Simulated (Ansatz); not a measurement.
Ansatz results at the PBE0-D4/def2-TZVP geometry: HOMO–LUMO gap (B3LYP/def2-TZVPP) 6.68 eV; LUMO energy (PBE0/def2-TZVPP) -0.41 eV; HOMO energy (ωB97M-V/def2-TZVPP) -9.88 eV.

Each molecule was computed in one conformer, which needn't be the lowest.

(1) Which molecule gave them?
A. `[SiH3]S`
B. `F[SiH2][GeH3]`
C. `CO[Si]([SiH3])(Cl)Cl`
D. `C=C[Si](N)(F)OC`

Answers

(1) D. The others give `F[SiH2][GeH3]`: 7.41, -0.53, -10.38; `CO[Si]([SiH3])(Cl)Cl`: 7.90, -0.20, -10.50; `[SiH3]S`: 7.11, 0.09, -9.71.

B3LYP here is the variant with VWN-RPA as its local correlation; programs differ in this.
